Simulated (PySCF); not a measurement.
C₆ coefficients of unlike pairs at wB97M-V

Calculated with PySCF 2.14 from the dipole response of each species, C₆(A,B) = (3/π) ∫ α_A(iu) α_B(iu) du, in atomic units, from isotropic polarisabilities. For ions this is the dispersion term alone; charge-induced terms of lower order in 1/R come first.

```csv
species,configuration,basis,relativity,α (bohr³),C₆ (like pair)
Ge³⁺,[Ar] 3d10 4s1 (2S),aug-cc-pwCVTZ-PP with ECP10MDF (8s7p6d4f1g),core potential,6.965,17.15
O²⁺,[He] 2s2 2p2 (3P),aug-cc-pVDZ (4s3p2d),none,1.718,2.307
Tl³⁺,[Xe] 4f14 5d10 (1S),aug-cc-pVQZ-PP with ECP60MDF (7s7p5d3f2g),core potential,5.157,27.85
F,[He] 2s2 2p5 (2P),def2-TZVPPD (6s4p3d1f),none,3.900,10.44
```

Question: Estimate C₆ for F with Ge³⁺.

Answer: The integral gives 12.92. The combination rule 2 C_A C_B / (C_A α_B/α_A + C_B α_A/α_B) gives 12.68 and the geometric mean 13.38.

No spin-orbit coupling is included.

The other pairs:

```tsv
pair	C₆
F, Tl³⁺	16.78
Tl³⁺, Ge³⁺	20.01
O²⁺, Ge³⁺	5.983
Tl³⁺, O²⁺	7.959
F, O²⁺	4.898
```
